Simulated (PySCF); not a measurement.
2-(trifluoromethyl)pyridine, C6H4F3N.
Structure used (PBE0-D3(BJ)/def2-SVP), in Å, numbered top down from 1:
```
atom  x, y, z in Å
F1     2.7018   -0.4322   -1.1601
C2     2.1924    0.1284   -0.0656
F3     2.5524    1.4176   -0.0658
F4     2.7633   -0.4489    0.9887
C5     0.6857   -0.0217   -0.0227
C6    -0.1521    1.0908    0.0115
C7    -1.5270    0.8654    0.0507
C8    -1.9923   -0.4452    0.0531
C9    -1.0575   -1.4824    0.0172
N10    0.2528   -1.2769   -0.0201
H11    0.2635    2.0987    0.0087
H12   -2.2243    1.7060    0.0789
H13   -3.0609   -0.6674    0.0826
H14   -1.3886   -2.5269    0.0185
```

Method: TDDFT PBE0/def2-SVPD, vertical, gas phase, core orbitals frozen in the response (PySCF).

Kohn–Sham orbitals with the atoms that hold most of them (Löwdin shares over 4%, at most four atoms; ? is withheld):

```
orbital  ε (eV)                             atoms
 HOMO-3  -10.79       C5 12%, F4 9%, F1 9%, C2 9%
 HOMO-2   -8.96   C7 29%, N10 24%, C6 14%, C8 14%
 HOMO-1   -8.30    C5 20%, C9 20%, C8 20%, C6 19%
   HOMO       ?                                 ?
   LUMO   -1.54                                 ?
 LUMO+1   -1.18    C6 23%, C9 22%, C8 14%, C5 12%
 LUMO+2    0.58  C7 18%, C8 14%, H12 14%, H13 11%
```

Problem. Which atoms hold the HOMO, and with what shares?

Solution. N10 (bonded to 2 C) 58%; C9 (bonded to C, N and H) 11%; C5 (bonded to 2 C and N) 9%; C8 (bonded to 2 C and H) 5%. By element: nitrogen 58%, carbon 25% or more.

Problem. Give the leading atoms of the LUMO.

Solution. N10 (bonded to 2 C) 22%; C7 (bonded to 2 C and H) 22%; C5 (bonded to 2 C and N) 16%; C8 (bonded to 2 C and H) 16%. By element: carbon 54% or more, nitrogen 22%.

Problem. What is the HOMO energy, and the HOMO–LUMO gap?

Solution. ε(HOMO) = -8.09 eV; the gap is 6.55 eV (0.2408 hartree).

Problem. How does S1 compare with the orbital gap of 6.55 eV?

Solution. S1 is at 4.83 eV (f = 0.0032), 1.72 eV below the gap, made of HOMO→LUMO (99%). 

Problem. One configuration dominates each of S1 and S2. Which, and how do the shares of the two leading atoms of either orbital change from the occupied to the empty one?

Solution. 
- S1 (4.83 eV, f 0.0032), HOMO→LUMO (99%): N10 58% → 22%, C9 11% → at most 16%, C7 at most 6% → 22%
- S2 (5.20 eV, f 0.0004), HOMO→LUMO+1 (100%): N10 58% → at most 12%, C9 11% → 22%, C6 at most 6% → 23%

Hardware: Arm Neoverse V2, one thread, shared host with 96 logical CPUs at a one-minute load of 31. Cost: 4.2 min of wall time, 1.1 GiB resident at most.
